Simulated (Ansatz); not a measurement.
The same atomization along the group O, S, Se.

Calculated with Ansatz (gas phase, PBE0-D4/def2-TZVP geometries, no zero-point term in ΔE). CCSD(T)/CBS is the MP2 limit (def2-TZVPP, def2-QZVPP) plus CCSD(T) − MP2 in def2-TZVPP, frozen cores. Small cases extrapolate CCSD(T) itself. Open shells (•) are unrestricted, without spin–orbit coupling. Spin–orbit coupling would lower the free atoms: a little for B, F, O, S; clearly for Se. For Se outer-core shells are correlated without core-valence functions, so the limit isn't a true one: a few kJ/mol of doubt a bond, and 10 to 20 or more in all where bonds break to atoms. Scalar relativity is left out up to krypton. One conformer a species, not always the lowest.

Task: Order these by ΔE at CCSD(T)/CBS, lowest first. (An estimate is asked.)
A. `FB(F)S` → B• + 2 F• + H• + S•
B. `OB(F)F` → B• + 2 F• + H• + O•
C. `FB(F)[SeH]` → B• + 2 F• + H• + Se•

Result: C (+1978.2 kJ/mol), A (+2060.4 kJ/mol), B (+2336.0 kJ/mol).

Largest T1 diagnostic: 0.014, for B•.

Extrapolated directly: `OB(F)F` → B• + 2 F• + H• + O•; `FB(F)S` → B• + 2 F• + H• + S•.

For atomizations the MP2-based limit and the directly extrapolated one differ by several kJ/mol either way, and by 10 to 25 for some Ge, Se and Sn compounds, so smaller differences from it don't rank the levels.
